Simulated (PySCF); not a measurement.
# Distorted geometries of HfCl4

HfCl4 (singlet). PySCF 2.14.0, RKS r2SCAN, Hf def2-SVP with ECP60, Cl def2-SVP; non-relativistic Hamiltonian with scalar-relativistic core potentials where named; density fitting; no spin-orbit coupling. Relaxed geometry:

```xyz
5

Hf    0.0000    0.0000    0.0000
Cl    1.3463    1.3463    1.3463
Cl   -1.3463   -1.3463    1.3463
Cl    1.3463   -1.3463   -1.3463
Cl   -1.3463    1.3463   -1.3463
```

**Question.** Order these distorted geometries by energy above the relaxed one, lowest first.
A.
```xyz
5

Hf    0.0247   -0.0009    0.0342
Cl    1.3606    1.2978    1.3993
Cl   -1.3821   -1.3314    1.3792
Cl    1.3983   -1.2532   -1.4341
Cl   -1.4015    1.2877   -1.3786
```
B.
```xyz
5

Hf   -0.0332    0.1212    0.0004
Cl    1.3433    1.2676    1.3531
Cl   -1.3306   -1.3989    1.3628
Cl    1.3356   -1.3057   -1.4369
Cl   -1.3150    1.3158   -1.2793
```
C.
```xyz
5

Hf   -0.0337    0.0517   -0.1310
Cl    1.5660    1.5697    1.2847
Cl   -1.3339   -1.2511    1.4432
Cl    1.3437   -1.5249   -1.3011
Cl   -1.5421    1.1546   -1.2958
```

**Answer.** A (0.07 eV), B (0.54 eV), C (0.81 eV).

**Question.** Which forces (eV/Å) act in the one that lies 0.81 eV up?

**Answer.** 
```
Hf   3.36 -1.41  3.76
Cl  -1.71 -1.44 -1.50
Cl   0.72  0.75 -0.95
Cl  -0.69  0.75  0.25
Cl  -1.68  1.34 -1.56
```
Forces carry noise of the integration grid, about 0.01 to 0.03 eV/Å.

No frequency check is given that shows the relaxed geometry to be a minimum.
